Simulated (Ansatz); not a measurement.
C$_{2}$H$_{9}$NSi, SMILES `CN(C)[SiH3]`, relaxed with RKS PBE0-D4/def2-TZVP in Ansatz 0.2.0 from a PBE-D4/def2-SVP geometry. The force threshold is 0.005 eV/Å; the program also tests the step.

Charge 0, multiplicity 1.

Start:

```xyz
13

C     0.933    0.783   -0.851
N    -0.079    0.201    0.010
C     0.177    0.372    1.427
Si   -1.104   -1.096   -0.564
H     1.941    0.312   -0.733
H     1.055    1.870   -0.636
H     0.641    0.686   -1.917
H     0.286    1.452    1.681
H     1.109   -0.141    1.776
H    -0.668   -0.026    2.027
H    -0.473   -2.475   -0.601
H    -1.522   -0.761   -1.970
H    -2.296   -1.177    0.351
```

Q: How much energy does the relaxation release, and in how many steps? (Best estimate.)

A: The calculation gave: 0.06 eV, in 6 steps.

Q: Which bonds change most? (An estimate is asked.)

A: The calculation gave: N2–Si4 from 1.750 to 1.717 Å; Si4–H11 from 1.517 to 1.497 Å; C3–H9 from 1.119 to 1.101 Å; C1–H5 from 1.119 to 1.101 Å.

Q: Give the relaxed structure. (Estimate.)

A: Ansatz gave: 
```xyz
13

C     0.925    0.773   -0.844
N    -0.087    0.196    0.007
C     0.175    0.366    1.414
Si   -1.095   -1.075   -0.557
H     1.913    0.307   -0.707
H     1.036    1.844   -0.635
H     0.647    0.667   -1.895
H     0.273    1.431    1.660
H     1.101   -0.134    1.739
H    -0.649   -0.036    2.008
H    -0.460   -2.430   -0.590
H    -1.508   -0.748   -1.948
H    -2.271   -1.161    0.348
```
